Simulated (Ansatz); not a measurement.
C3H4Si, SMILES `C#C[C][SiH3]` (excited singlet) (charge 0, multiplicity 1). This singlet is an excited state, 0.64 eV above the relaxed triplet at the level B3LYP/cc-pVTZ // PBE0-D3(BJ)/def2-TZVP (Ansatz, an electronic-structure program).

Cartesian coordinates (Å):
```xyz
8

C      2.6200    -0.9270     0.2179
C      1.3967    -0.4226     0.1519
C      0.1918    -0.0945     0.1376
Si    -1.5663     0.3421     0.0640
H      3.4473    -0.2529    -0.0217
H     -1.7761     1.7694     0.4101
H     -2.3845    -0.5101     0.9612
H     -1.9289     0.0955    -1.3553
```
Charge 0, multiplicity 1.

Frozen-core energies in 6-31g from Ansatz at a geometry from PBE0-D3(BJ)/def2-TZVP; the HF reference has <S^2> = 0.00 (restricted, and unstable towards unrestricted orbitals) and the T1 diagnostic is 0.024.

| level | energy (Ha) | difference from CCSDTQ (mHa) |
|---|---|---|
| HF | -404.57407 | 349.57 |
| MP2 | -404.86648 | 57.15 |
| CCSD | -404.90628 | 17.36 |
| CCSD(T) | -404.92051 | 3.13 |
| CCSDT | -404.92221 | 1.42 |
| CCSDT(Q) | -404.92379 | -0.15 |
| CCSDTQ | -404.92364 | 0.00 |
